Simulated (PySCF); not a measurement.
CH8GeSSi.
Atom-mapped SMILES: `[CH3:1][SiH2:2][S:3][GeH3:4]` (hydrogens: H5, H6, H7 on C1; H8, H9 on Si2; H10, H11, H12 on Ge4)

A GFN2-xTB structure with every atom displaced at random (by about 0.01 Å) was refined with PySCF, PBE0-D3(BJ)/def2-SVP geometry optimisation, gas phase. Values at the start:

```
   coordinate    start
       C1–Si2  1.868 Å
        C1–H5  1.075 Å
       Si2–S3  2.160 Å
       Si2–H8  1.462 Å
       S3–Ge4  2.225 Å
      Ge4–H10  1.458 Å
    C1–Si2–S3   109.8°
    C1–Si2–H9   113.7°
    Si2–C1–H6   112.3°
    S3–Si2–H8   107.3°
    S3–Si2–H9   101.7°
   S3–Ge4–H10   108.3°
     H6–C1–H7   105.6°
    H8–Si2–H9   112.8°
C1–Si2–S3–Ge4      63°
```

Q: How do these coordinates change at the PBE0-D3(BJ)/def2-SVP level?

A: 
| coordinate | PBE0-D3(BJ)/def2-SVP (Å or °) | change |
| --- | --- | --- |
| Ge4–H10 | 1.534 | +0.076 |
| Si2–H8 | 1.496 | +0.034 |
| C1–H5 | 1.100 | +0.025 |
| C1–Si2 | 1.874 | +0.006 |
| S3–Ge4 | 2.231 | +0.006 |
| Si2–S3 | 2.155 | -0.005 |
| H8–Si2–H9 | 109.2 | -3.6 |
| C1–Si2–S3 | 112.8 | +3.0 |
| C1–Si2–H9 | 110.7 | -3.0 |
| H6–C1–H7 | 108.5 | +2.9 |
| S3–Si2–H9 | 104.5 | +2.8 |
| S3–Ge4–H10 | 105.6 | -2.7 |
| Si2–C1–H6 | 109.9 | -2.4 |
| S3–Si2–H8 | 109.6 | +2.3 |
| C1–Si2–S3–Ge4 | 64 | +1 |

The energy falls by 16.2 kJ/mol over 5 energy and gradient evaluations, the largest force component goes from 0.0274 to 2.5e-04 Eh/bohr, and the atoms move by 0.074 Å rms after alignment. The bond that changes most is Ge4–H10 (ends: germanium bonded to S and 3 H; Ge–H hydrogen), which lengthens by 0.076 Å. Bonds longer at the end by more than 0.005 Å: 8 of 11; shorter: 1. Rotational constants go from 4499, 1354, 1145 to 4418, 1358, 1143 MHz.

The run used 122 basis functions and 30 SCF cycles in all.

Whether it is a minimum is left open (no frequencies). One conformer, not necessarily the lowest.

Shape of the structure used: `[CH3:1][SiH2:2][S:3][GeH3:4]`: C1–Si2–S3–Ge4 64°.
